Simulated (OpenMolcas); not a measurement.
## Ni4+ in a point-charge field

Ni4+ among 6 point charges of -2.2 e arranged as a trigonal antiprism (D3d), 1.87 Å from the ion, with a polar angle of 50.9° against the regular 54.74°.

```yaml
Program: OpenMolcas 26.06
Method: "SS-CASPT2, IPEA 0.25 Eh, imaginary shift 0.1 Eh (closed shells correlated: 3s 3p)"
Basis: ANO-RCC-VDZP [5s4p2d1f]
Scalar_Hamiltonian: DKH2, point nucleus
Active_space: 6 electrons in 5 orbitals (3d)
State_averaging: 2S+1 = 5 even, 5 roots; 2S+1 = 3 even, 45 roots; 2S+1 = 1 even, 50 roots
Spin-orbit_coupling: state interaction with AMFI integrals over the reference wave functions
```

The lowest spin-free states (labels of D3, the rotations of D3d), above the lowest:

| State | Degeneracy | E (cm-1) | Free-ion L (%) |
| --- | --- | --- | --- |
| 5E | 2 | 0 | D (100) |
| 5A1 | 1 | 2970 | D (100) |
| 5E | 2 | 5550 | D (100) |
| 3E | 2 | 27840 | H (78) |
| 3A2 | 1 | 28120 | H (90) |
| 3A1 | 1 | 29270 | H (91) |
| 3E | 2 | 29420 | H (91) |
| 3A2 | 1 | 29530 | H (72) |
| 3A2 | 1 | 29730 | P (73) |
| 3E | 2 | 30530 | H (78) |
| 3E | 2 | 31030 | P (60) |
| 3E | 2 | 31630 | H (83) |
| 3A1 | 1 | 32940 | F (83) |
| 3E | 2 | 33360 | F (61) |
| 3A2 | 1 | 33750 | F (86) |
| 3E | 2 | 34110 | F (49) |
| 3E | 2 | 35450 | G (66) |
| 3A1 | 1 | 35770 | G (89) |
| 3A2 | 1 | 35790 | F (72) |
| 3E | 2 | 37860 | G (93) |

The lowest levels with spin-orbit coupling:

```tsv
E (cm-1)	Degeneracy	Label	2S+1	g
0	2	E	5	0.00 0.00 11.54
340	1	A1	5	
360	1	A2	5	
700	2	E	5	0.00 0.00 3.33
1040	2	E	5	0.00 0.00 0.81
1390	1	A1	5	
1400	1	A2	5	
3490	1	A1	5	
3530	2	E	5	0.00 0.00 3.87
3660	2	E	5	0.00 0.00 7.80
6080	1	A2	5	
6080	1	A1	5	
6310	2	E	5	0.00 0.00 5.31
6450	2	E	5	0.00 0.00 2.00
6510	1	A2	5	
6720	1	A1	5	
6730	2	E	5	0.00 0.00 5.85
28150	2	E	3	0.00 0.00 7.66
28320	2	E	3	0.00 0.00 3.97
28390	1	A1	3
```

Powder χT (cm3 K/mol): 4.17 at 2 K, 4.21 at 10 K, 4.38 at 50 K, 4.59 at 100 K, 4.81 at 200 K, 4.84 at 300 K. The effective moment at 300 K is 2.828 √(χT) = 6.22 μB.

The lowest level has 2S+1 = 5, for which the spin-only value is χT = S(S+1) / 2 = 3.000 cm3 K/mol (g = 2). The computed 4.845 at 300 K differs by +1.845, through orbital momentum, spin-orbit coupling and any other state in reach.

Roots that are degenerate in the reference are averaged as groups; the widest CASPT2 spread within a group is 67 cm-1 (the 2-fold group of multiplicity 1 near 85100 cm-1 above the lowest state of its run). Shifts and gaps below about the spread of the groups concerned are not significant. An orbital doublet at a regular site is open to a Jahn-Teller distortion, which this geometry leaves out. Point charges give a weaker field than real ligands, and real ions of this kind are often low spin; the high spin found here belongs to the model. Free-ion shares, where given, are those of the reference states; single-state CASPT2 does not remix them. This is an electrostatic model: the charges have no orbitals. No measured value stands beside these numbers.

With an even number of electrons the g values are those of a degenerate or nearly degenerate non-Kramers pair.
